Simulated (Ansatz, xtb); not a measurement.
Ranking isomers of C6H4S2

6 gas-phase structures of C6H4S2, from a drawn sample of its isomers (lower ones may exist). Each was relaxed with GFN2-xTB:

A. `C#Cc1sccc1S`, a singlet
B. `C#Cc1ccc(S)s1`, a singlet
C. `C#Cc1ccsc1S`, a singlet
D. `C#Cc1csc(S)c1`, a singlet
E. `C#Cc1cc(S)cs1`, a singlet
F. `C#Cc1cscc1S`, a singlet

**Question.** Make a reasoned guess at their ranking by r2SCAN-D4/def2-SVP single-point energy.

**Answer.** Calculated order at r2SCAN-D4/def2-SVP: A (0.0), E (1.3), F (1.5), B (1.7), C (1.7), D (3.3) kcal/mol. Less than 1 kcal/mol parts E and F; F and B; B and C, so the order within those pairs means little.

Energies above the lowest of each column, in kcal/mol; the last columns are at B3LYP-D3(BJ)/def2-SVP geometries:

| structure | GFN2-xTB | HF/STO-3G | r2SCAN-D4/def2-SVP | B3LYP-D3(BJ)/def2-SVP | CCSD(T)/def2-SVP + ΔMP2/def2-TZVPP |
| --- | --- | --- | --- | --- | --- |
| A | 0.0 | 0.2 | 0.0 | 0.0 | 0.0 |
| E | 0.0 | 1.0 | 1.3 | 0.8 | 0.5 |
| F | 0.7 | 1.1 | 1.5 | 1.2 | 0.2 |
| B | 1.8 | 0.0 | 1.7 | 1.6 | 2.4 |
| C | 2.4 | 0.9 | 1.7 | 1.4 | 1.0 |
| D | 2.6 | 0.9 | 3.3 | 1.4 | 0.6 |

Every level run on A puts it lowest or level with the lowest. CCSD(T)/def2-SVP + ΔMP2/def2-TZVPP orders those it was run on as A (0.0), F (0.2), E (0.5), D (0.6), C (1.0), B (2.4) kcal/mol. Less than 1 kcal/mol parts A and F; F and E; E and D; D and C, so the order within those pairs means little. Flexible structures stand in one conformer each, not always the lowest. ΔMP2 is the change of the MP2 energy from the smaller to the larger basis.

Over these structures GFN2-xTB departs from r2SCAN-D4/def2-SVP by 0.6 kcal/mol on average once a common shift is removed. A GFN2-xTB relaxation took about 0.082 s and the r2SCAN-D4/def2-SVP energy about 3.6 s on a shared host (Ansatz 0.2.0, xtb 6.7.1).
